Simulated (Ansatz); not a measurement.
Species: C$_{2}$H$_{8}$BN, SMILES `CB(C)N` (charge 0, multiplicity 1).

Problem. Give a relaxed geometry from B3LYP-D3(BJ)/def2-TZVP (Ansatz, a quantum-chemistry and plane-wave program).

Solution. the end point of this relaxation (outside a Z-matrix the atoms follow the SMILES, hydrogens last).
Bonds (Å): C1–B2 1.580, C1–H5 1.095, C1–H6 1.093, C1–H7 1.095, B2–C3 1.580, B2–N4 1.400, C3–H8 1.095, C3–H9 1.093, C3–H10 1.095, N4–H11 1.007, N4–H12 1.007. Angles (°): B2–C1–H5 110.7, B2–C1–H6 114.1, B2–C1–H7 110.6, H5–C1–H6 107.7, H5–C1–H7 105.7, H6–C1–H7 107.6, C1–B2–C3 120.7, C1–B2–N4 119.6, C3–B2–N4 119.6, B2–C3–H8 110.7, B2–C3–H9 114.1, B2–C3–H10 110.6, H8–C3–H9 107.7, H8–C3–H10 105.7, H9–C3–H10 107.6, B2–N4–H11 123.2, B2–N4–H12 123.2, H11–N4–H12 113.5.
